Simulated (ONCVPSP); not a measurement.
# Pseudopotential generation for barium: ONCV, PBEsol, scalar-relativistic.

| Quantity | Value |
| --- | --- |
| Element | Ba (Z = 56) |
| Generator | ONCVPSP 4.0.1 |
| Type | optimised norm-conserving Vanderbilt (ONCV) |
| Functional | PBEsol |
| Relativity | scalar-relativistic |
| Frozen core | [Kr] 4d10 |
| Valence charge | 10 |
| Reference configuration | 5s2 5p6 6s2 |
| Partial waves | 5s+6s: rc 2.50 bohr, ncon 4, nbas 8, qcut 4.7 1/bohr, 3 projectors, debl 3 Ha; 5p: rc 2.75 bohr, ncon 4, nbas 8, qcut 5.7 1/bohr, 3 projectors, debl 1.1 Ha; d scattering state at 0.42 Ha: rc 2.30 bohr, ncon 4, nbas 8, qcut 4 1/bohr, local |
| Local potential | the d channel |
| Core correction | polynomial model core, fcfact 0.4 |

In the d channel the program set the typed energies aside and used 0.050 Ha.

Poles of the logarithmic derivatives, all-electron (AE) and pseudo (PS). s: poles at -1.0, 3.2 (AE) and -1.0, 3.2 (PS) Ha. p: poles at -0.4, 2.9 (AE) and -0.4, 2.9 (PS) Ha. d: poles at 1.4 (AE) and 1.3 (PS) Ha. Test radii: s 2.53, p 2.79, d 2.33 bohr.

- Cutoffs needed: 7.8 Ha and 10 Ha (the cutoffs (Ha) at which the residual kinetic energy of the hardest occupied pseudo-wave falls to 1 and 0.1 mHa per electron)
- Ghost test: no bound ghost flagged; GHOST(+) flagged for s at 197.0 eV
- Largest excitation error: -3.5 meV (all-electron minus pseudo) for 5s2 5p6 5d1 6s1, out of 4 test configurations
- rms error of d²Exc/dni dnj: 3.57 mHa without and 0.99 mHa with the model core
